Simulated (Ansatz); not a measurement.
Spectroscopic constants of YF, multiplicity 3 (not the ground state: that is measured with 2S+1 = 1). No spin–orbit coupling.

Constants: fifth-degree fit in 1/R to seven points, most abundant isotopes. Runs in def2 and cc sets follow the lowest solution found near the PBE0 minimum.

Programs: Ansatz (an electronic-structure program) with Gaussian orbitals. Values without a source in brackets are computed. In def2 rows elements past Kr take small-core potentials, without spin–orbit coupling.

```tsv
level	r_e (Å)	ω_e (cm⁻¹)	α_e (cm⁻¹)	B_e (cm⁻¹)	dipole (D)
PBE/def2-TZVPP	1.966	582	0.0017	0.279	3.12
PBE0/def2-TZVPP	1.960	591	0.0017	0.280	3.22
wB97X-V/def2-TZVPP	1.978	577	0.0017	0.275	3.09
CCSD/def2-TZVPP	1.984	577	0.0016	0.274	-
CCSD(T)/def2-TZVPP	1.982	578	0.0017	0.274	-
```

Correlated levels freeze the inner cores; with def2 sets outer-core shells near the valence are correlated too.
